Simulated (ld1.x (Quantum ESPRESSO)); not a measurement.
chromium (Cr), RRKJ: configuration errors across variants

chromium (Cr), norm-conserving RRKJ (Kleinman–Bylander form), made with ld1.x (Quantum ESPRESSO) 7.5 (Wu–Cohen, scalar-relativistic). Core [Ne], reference 3s2 3p6 3d5 4s0 4p0 (charge +1). Waves: 3p (bound): rc 1.25 bohr; 3d (bound): rc 1.00 bohr; 3s (bound): rc 0.95 bohr. Local part: the s channel. Core correction: Bessel-smoothed model core inside 0.65 bohr. rho0 = 0.001.

All-electron excitation energies from the reference (eV): (1) 3s2 3p6 3d5 4s1 4p0 -6.841; (2) 3s2 3p6 3d4 4s0 4p0 16.016; (3) 3s2 3p6 3d3 4s0 4p0 46.752; (4) 3s2 3p6 3d4 4s1 4p1 -3.278; (5) 3s2 3p6 3d5 4s0 4p1 -3.670; (6) 3s2 3p6 3d5 4s0.5 4p0 -4.142; (7) 3s2 3p6 3d5.5 4s0.5 4p0 -6.120.

Errors AE − PS in meV (a dash: test not solved or not reliable):

```tsv
change	(1)	(2)	(3)	(4)	(5)	(6)	(7)	bound ghosts
base	+48	+1.3	+14	+80	+6.1	+28	+21	none
all radii but the core radius scaled by about 0.76 (s 0.72, p 0.96, d 0.76 bohr)	+35	+2.3	+6.8	+57	+2.9	+20	+15	none
all radii but the core radius scaled by about 0.91 (s 0.86, p 1.14, d 0.92 bohr)	+32	+1.0	+7.5	+53	+3.4	+18	+14	none
all radii but the core radius scaled by about 1.13 (s 1.08, p 1.42, d 1.12 bohr)	+102	+2.4	+28	+168	+12	+59	+46	none
all radii but the core radius scaled by about 1.32 (s 1.26, p 1.66, d 1.32 bohr)	+263	+5.5	+58	+403	+17	+153	+119	none
```

(1) Give the same row for: all radii but the core radius scaled by about 1.27 (s 1.20, p 1.58, d 1.28 bohr).

Results:

(1) +194, +4.2, +49, +306, +16, +113, +88; bound ghosts: none.
